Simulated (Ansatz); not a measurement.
Job for Ansatz (an electronic-structure program): R-PBE0/def2-TZVPPD on C3H5Cl (a complex), monomers drawn apart or pushed together. Files ending in .json are basis or fitting sets from the Basis Set Exchange.

Ansatz 0.2 input:
```yaml
crystal:
  periodic: [false, false, false]
  atoms:
    - {symbol: C, position_ang: [0.41051972, 0.07596698, 0.03502410]}
    - {symbol: C, position_ang: [0.55043701, -0.81996688, -0.74703761]}
    - {symbol: H, position_ang: [0.28303593, 0.85982101, 0.74464672]}
    - {symbol: H, position_ang: [0.67620536, -1.60768192, -1.44911977]}
    - {symbol: C, position_ang: [-0.72270501, -0.25829332, 5.59201759]}
    - {symbol: Cl, position_ang: [-0.67360278, 1.53888291, 5.56206585]}
    - {symbol: H, position_ang: [0.03769405, -0.60372605, 6.28537136]}
    - {symbol: H, position_ang: [-1.71139934, -0.56180078, 5.92170114]}
    - {symbol: H, position_ang: [-0.52255188, -0.61895980, 4.58758281]}
basis:
  gaussian:
    orbitals: def2-TZVPPD.json
hamiltonian:
  xc: {name: PBE0}
scf: {lower_state_search: off}
```

The head of its log:

```
WARN ansatz: RAYON_NUM_THREADS=1 ignored (pool sized by the plan → 1); use --threads N
Functional definition: PBE0
these checks for a lower state are left out or cut short: stability, starts, cluster_reference, orbital_swaps, neighbouring_geometries, increment
integrals: 0.13 GiB planned
1151 factors; their error is unknown
mean field: 1.18 GiB planned
mean field evaluation 1: about -15699.4652 eV, gradient 5.4e1 eV
mean field evaluation 2: about -15698.2824 eV, gradient 5.6e1 eV
```

Problem. Give the final energy of this run.

Solution. -577.1946 hartree.
